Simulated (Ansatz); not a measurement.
Total energies of GeTe4 (the lowest singlet isomer of a short search) from Ansatz at PBE0-D4/def2-TZVP, gas phase (1 Eh = 27.2114 eV = 2625.5 kJ/mol). The reference geometry is relaxed at PBE-D4/def2-SVP.

```xyz
5

Ge   -0.057   -1.099    1.365
Te   -2.361    0.167    0.613
Te   -0.056    1.652    0.724
Te    1.358    0.981   -1.631
Te    1.117   -1.702   -1.071
```

```csv
state,geometry,energy (Eh)
charge 0 singlet,reference,-3149.05588
charge 1 doublet,reference,-3148.79387
charge 0 triplet,relaxed at PBE-D4/def2-SVP,-3149.03597
charge 0 quintet,relaxed at PBE-D4/def2-SVP,-3148.99115
free Ge atom (triplet),–,-2076.65516
free Te atom (triplet),–,-267.99464
```

In the def2 sets Te takes a core potential; there is no spin–orbit coupling.

Task: Work out the vertical ionisation energy to the doublet.

Result: E(charge 1 doublet) − E(charge 0 singlet) = -3148.79387 − (-3149.05588) = 0.26201 Eh = 7.13 eV. For comparison, −ε of the highest occupied level is 5.62 eV at this level, 1.51 eV less.

Task: Which of the charge 0 states is lowest, and how far above it are the others?

Result: The singlet. triplet: -3149.03597 − (-3149.05588) = 0.01991 Eh = 52.3 kJ/mol; quintet: -3148.99115 − (-3149.05588) = 0.06473 Eh = 169.9 kJ/mol. The triplet differs in its bonds from the reference. The quintet differs in its bonds from the reference.

Task: What is the binding energy per atom against free atoms?

Result: Atoms: 1 × (-2076.65516) + 4 × (-267.99464) = -3148.63372 Eh. Binding: -3148.63372 − (-3149.05588) = 0.42216 Eh = 11.49 eV, or 2.30 eV for each of 5 atoms (no zero-point energy, no counterpoise term).

The structure comes from a short search, and lower isomers may exist.
